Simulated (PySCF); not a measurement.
**Dipole response of Re (rhenium, neutral)**

[Xe] 4f14 5d5 6s1 6p1, high-spin 8P determinant (an excited configuration). All numbers are calculated (PySCF 2.14, scalar relativity by spin-free X2C-1e, in x2c-TZVPPall with one added diffuse shell each of s, p, d, f type (12s8p8d4f1g, 113 functions)). Coupled (time-dependent) response in atomic units; α is the mean over directions.

```tsv
method	mean α (bohr³)	α xx, yy, zz	C₆ (like pair)	S(−4)
BLYP	119.3	85.64, 186.7, 85.64	1418	12110
```

S(−4) is the Cauchy moment in α(ω) = α(0) + S(−4) ω² + …

Spin-orbit coupling is absent.

α(iu) at BLYP:

```
u (hartree)  α(iu) (bohr³)
          0          119.3
     0.0500          97.36
      0.100          68.85
      0.200          39.01
      0.300          25.86
      0.500          14.62
      0.750          9.072
       1.00          6.390
       1.50          3.800
       2.00          2.560
       3.00          1.400
       5.00         0.6052
```

A single London oscillator, α(iu) = α/(1 + u²/ω²), gives C₆ = (3/4) ω α². Matching the computed C₆ needs ω = 4 × 1418 / (3 × 119.3²) = 0.133 hartree.

The components differ because the open shell of this determinant is not spherical; for a pure term their mean is the scalar polarisability.

Spin-orbit coupling, absent here, splits the open shell strongly.
